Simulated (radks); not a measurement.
Results of a calculation; reference values are marked as such.
Spin polarisation of the 3p2 shell in S2+. Start: [Ne] 3s2 3p(up 1, down 1); electrons of 3p are moved from spin down to spin up, other shells keep equal spins. Code: a radial shooting solver on a logarithmic mesh with Libxc functionals. Model: scalar-relativistic Kohn-Sham, PBE, spin-polarised, spherical densities, finite nucleus; Fermi nuclear charge, rms radius of each element as measured or else 0.836 A^(1/3) + 0.57 fm.

| moment (Bohr magnetons) | E - E(0) (eV) | e(3p up) (eV) | e(3p down) (eV) | 3s down minus up (eV) |
|---|---|---|---|---|
| 0 | 0.000 | -27.979 | -27.979 | 0.000 |
| 0.5 | -0.080 | -28.282 | -27.641 | 0.668 |
| 1 | -0.322 | -28.553 | -27.261 | 1.344 |
| 1.5 | -0.728 | -28.794 | -26.835 | 2.036 |
| 2 | -1.303 | -29.006 | -26.354 | 2.750 |

At moment 2 the spin-polarisation energy is -1.303 eV and the 3p exchange splitting 2.652 eV, that is 1.326 eV per Bohr magneton; E = -I m^2/4 would give I = 1.303 eV.
